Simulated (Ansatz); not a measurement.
Ga2P3. Total charge 0; doublet. Geometry PBE-D4/def2-SVP.

Cartesian coordinates in Å:
```
Ga -1.380 -1.135 -1.457
Ga 0.593 1.062 1.958
P 0.123 -1.051 0.605
P 1.295 0.120 -0.825
P -0.631 1.004 -0.281
```

The structure comes from a short search, and lower isomers may exist.

(1) Estimate the α-spin orbital energies around the gap (eV) in Ansatz with PBE-D4/def2-SVP, PBE-D4/def2-TZVP, PBE0-D4/def2-SVP, PBE0-D4/def2-TZVPD, BHLYP-D4/def2-TZVP.

## Answers

(1) 
| orbital | PBE-D4/def2-SVP | PBE-D4/def2-TZVP | PBE0-D4/def2-SVP | PBE0-D4/def2-TZVPD | BHLYP-D4/def2-TZVP |
| --- | --- | --- | --- | --- | --- |
| HOMO−13 | -19.78 | -19.64 | -23.19 | -23.05 | -26.37 |
| HOMO−12 | -19.78 | -19.63 | -23.19 | -23.04 | -26.36 |
| HOMO−11 | -19.77 | -19.62 | -23.17 | -23.03 | -26.35 |
| HOMO−10 | -18.35 | -18.04 | -20.72 | -20.38 | -22.44 |
| HOMO−9 | -13.14 | -13.04 | -14.94 | -14.82 | -16.40 |
| HOMO−8 | -12.73 | -12.65 | -14.58 | -14.47 | -16.12 |
| HOMO−7 | -11.10 | -10.94 | -12.63 | -12.45 | -13.67 |
| HOMO−6 | -8.17 | -8.09 | -9.27 | -9.17 | -10.08 |
| HOMO−5 | -7.84 | -7.79 | -8.86 | -8.80 | -9.59 |
| HOMO−4 | -7.06 | -6.96 | -8.15 | -8.01 | -8.86 |
| HOMO−3 | -6.70 | -6.63 | -7.68 | -7.59 | -8.30 |
| HOMO−2 | -6.09 | -6.04 | -7.03 | -6.96 | -7.79 |
| HOMO−1 | -6.04 | -5.96 | -7.02 | -6.90 | -7.62 |
| HOMO | -4.87 | -4.83 | -5.76 | -5.69 | -6.34 |
| LUMO | -2.36 | -2.34 | -1.68 | -1.69 | -0.86 |
| LUMO+1 | -2.30 | -2.34 | -1.59 | -1.63 | -0.72 |
| LUMO+2 | -1.63 | -1.67 | -0.95 | -1.03 | -0.19 |
| LUMO+3 | -1.62 | -1.63 | -0.89 | -0.98 | -0.10 |
| LUMO+4 | -0.94 | -1.13 | -0.27 | -0.43 | 0.56 |
| LUMO+5 | -0.90 | -0.96 | -0.04 | -0.42 | 0.64 |
| β HOMO | -5.77 | -5.73 | -6.45 | -6.40 | -6.91 |
| β LUMO | -4.37 | -4.31 | -3.75 | -3.66 | -2.83 |
